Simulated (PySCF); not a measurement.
## SMILES CC(=O)[C@@H]1C[C@@H]1[SiH2]N, C$_{5}$H$_{11}$NOSi

Molfile (atoms numbered from 1):
```
C5H11NOSi
     RDKit          3D

 19 19  0  0  0  0  0  0  0  0999 V2000
    2.4528   -1.2348   -0.4634 C   0  0  0  0  0  0  0  0  0  0  0  0
    1.0634   -0.7252   -0.1719 C   0  0  0  0  0  0  0  0  0  0  0  0
    0.1016   -1.4651   -0.1277 O   0  0  0  0  0  0  0  0  0  0  0  0
    0.9452    0.7187    0.0586 C   0  0  2  0  0  0  0  0  0  0  0  0
    0.1690    1.1681    1.2801 C   0  0  0  0  0  0  0  0  0  0  0  0
   -0.4337    1.3330   -0.0641 C   0  0  2  0  0  0  0  0  0  0  0  0
   -1.9096    0.2643   -0.5823 Si  0  0  0  0  0  4  0  0  0  0  0  0
   -2.5053   -0.5956    0.7872 N   0  0  0  0  0  0  0  0  0  0  0  0
    3.1168   -0.9818    0.3610 H   0  0  0  0  0  0  0  0  0  0  0  0
    2.8345   -0.7562   -1.3632 H   0  0  0  0  0  0  0  0  0  0  0  0
    2.4381   -2.3125   -0.6037 H   0  0  0  0  0  0  0  0  0  0  0  0
    1.8110    1.3102   -0.2146 H   0  0  0  0  0  0  0  0  0  0  0  0
   -0.2294    0.3927    1.9161 H   0  0  0  0  0  0  0  0  0  0  0  0
    0.5500    2.0278    1.8132 H   0  0  0  0  0  0  0  0  0  0  0  0
   -0.4287    2.3385   -0.4653 H   0  0  0  0  0  0  0  0  0  0  0  0
   -2.9810    1.2323   -0.8665 H   0  0  0  0  0  0  0  0  0  0  0  0
   -1.6067   -0.4524   -1.8258 H   0  0  0  0  0  0  0  0  0  0  0  0
   -3.4663   -0.8953    0.7487 H   0  0  0  0  0  0  0  0  0  0  0  0
   -1.9315   -1.3574    1.1160 H   0  0  0  0  0  0  0  0  0  0  0  0
  1  2  1  0
  2  3  2  0
  2  4  1  0
  4  5  1  0
  5  6  1  0
  6  7  1  0
  7  8  1  0
  6  4  1  0
  1  9  1  0
  1 10  1  0
  1 11  1  0
  4 12  1  6
  5 13  1  0
  5 14  1  0
  6 15  1  6
  7 16  1  0
  7 17  1  0
  8 18  1  0
  8 19  1  0
M  END
```

Method used: PySCF 2.14.0, TDDFT B3LYP/def2-SVPD circular dichroism and optical rotation, one conformer, gas phase. Geometry: GFN2-xTB.

The molecule is flexible and this is one conformer; a measurement averages over conformers. States above about 6.9 eV (minus the energy of the highest occupied orbital) lie near or above the ionisation threshold and depend on the basis.

**Question.** Draw the ECD and absorption spectra from the lowest 16 states, each a Gaussian of half-width 0.3 eV at 1/e height.

**Answer.** 
| E (eV) | λ (nm) | Δε (L mol⁻¹ cm⁻¹) | ε (L mol⁻¹ cm⁻¹) |
| --- | --- | --- | --- |
| 4.14 | 299 | +0.28 | 1.65 |
| 4.29 | 289 | +1.17 | 6.92 |
| 4.44 | 279 | +2.94 | 18.3 |
| 4.59 | 270 | +4.48 | 34.5 |
| 4.74 | 261 | +4.22 | 57.1 |
| 4.89 | 253 | +2.58 | 90.8 |
| 5.04 | 246 | +1.19 | 114 |
| 5.19 | 239 | +0.52 | 94.1 |
| 5.34 | 232 | +0.20 | 48.8 |
| 5.49 | 226 | +0.03 | 22.3 |
| 5.64 | 220 | -0.21 | 74.5 |
| 5.79 | 214 | -1.14 | 437 |
| 5.94 | 209 | -3.50 | 1640 |
| 6.09 | 203 | -6.62 | 3850 |
| 6.24 | 199 | -8.97 | 5770 |
| 6.39 | 194 | -11.47 | 5930 |
| 6.54 | 189 | -13.99 | 4820 |
| 6.69 | 185 | -12.66 | 3880 |
| 6.84 | 181 | -5.88 | 3680 |
| 6.99 | 177 | +3.89 | 4210 |
| 7.14 | 174 | +10.48 | 4890 |
| 7.29 | 170 | +5.42 | 4950 |
| 7.44 | 167 | -12.77 | 4430 |

Δε uses R in velocity form, ε uses f in length form. Only the states computed contribute, so the short-wavelength end is incomplete.
